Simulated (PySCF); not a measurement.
From one molecule to another.

First species: GaH2(NH2).
SMILES: `[H][Ga]([H])[NH2]`

Second species: In(NH3)2H3.
Cartesian coordinates in Å at the PBE0-D3(BJ)/def2-SVP level; atoms count from 1:
```
atom  x, y, z in Å
In1    0.002   -0.001    0.000
N2    -0.010   -0.020    2.546
H3    -0.959    0.050    2.911
H4     0.523    0.761    2.924
H5     0.398   -0.877    2.913
N6     0.010    0.020   -2.545
H7    -0.938    0.023   -2.917
H8     0.485   -0.799   -2.922
H9     0.485    0.844   -2.909
H10    1.755   -0.008    0.007
H11   -0.869    1.521    0.008
H12   -0.882   -1.515   -0.016
```

Levels: CAM-B3LYP/def2-SVPD for dipole moment, HOMO energy, LUMO energy, HOMO–LUMO gap and static isotropic polarisability; TDDFT CAM-B3LYP/def2-SVPD for lowest singlet excitation; TDA CAM-B3LYP/def2-SVPD for lowest triplet excitation (Tamm–Dancoff); ΔSCF CAM-B3LYP/def2-SVPD for vertical ionisation energy; PBE0-D3(BJ)/def2-SVP for rotational constant A and rotational constant C. Geometries: PBE0-D3(BJ)/def2-SVP. Each structure is a single optimised conformer of the isolated species (atoms past krypton carry core potentials, spin–orbit coupling is left out). Electronic properties by PySCF.

Values for the first species:

- Dipole moment: 0.87 D
- HOMO energy: -8.92 eV
- LUMO energy: 0.11 eV
- HOMO–LUMO gap: 9.03 eV
- Lowest singlet excitation: 6.14 eV
- Lowest triplet excitation (Tamm–Dancoff): 4.88 eV
- Static isotropic polarisability: 40.4 au
- Vertical ionisation energy: 9.92 eV
- Rotational constant A: 94.725 GHz
- Rotational constant C: 9.322 GHz

(1) Estimate the same properties for the second species, and the change in each.

Answers

(1) 
```tsv
property	first	second	second less first
dipole moment	0.87 D	0.01 D	-0.86 D
HOMO energy	-8.92 eV	-8.15 eV	+0.77 eV
LUMO energy	0.11 eV	0.65 eV	+0.54 eV
HOMO–LUMO gap	9.03 eV	8.80 eV	-0.23 eV
lowest singlet excitation	6.14 eV	6.32 eV	+0.18 eV
lowest triplet excitation (Tamm–Dancoff)	4.88 eV	6.11 eV	+1.23 eV
static isotropic polarisability	40.4 au	72.4 au	+32.0 au
vertical ionisation energy	9.92 eV	9.07 eV	-0.85 eV
rotational constant A	94.725 GHz	34.286 GHz	-60.439 GHz
rotational constant C	9.322 GHz	2.103 GHz	-7.219 GHz
```

On the first: The principal polarisabilities are 33.0, 41.8 and 46.3 au; their mean is the isotropic value. The 15 singlets span 6.14 to 9.70 eV, and their oscillator strengths add up to 1.26. The calculation is non-relativistic and has no spin–orbit coupling, an omission that weighs most on gallium.

On the second: The 10 singlets span 6.32 to 7.76 eV, and their oscillator strengths add up to 0.66. The ΔSCF ionisation energy exceeds −ε(HOMO) by 0.92 eV with CAM-B3LYP. Atoms past krypton carry effective core potentials; spin–orbit coupling is left out.
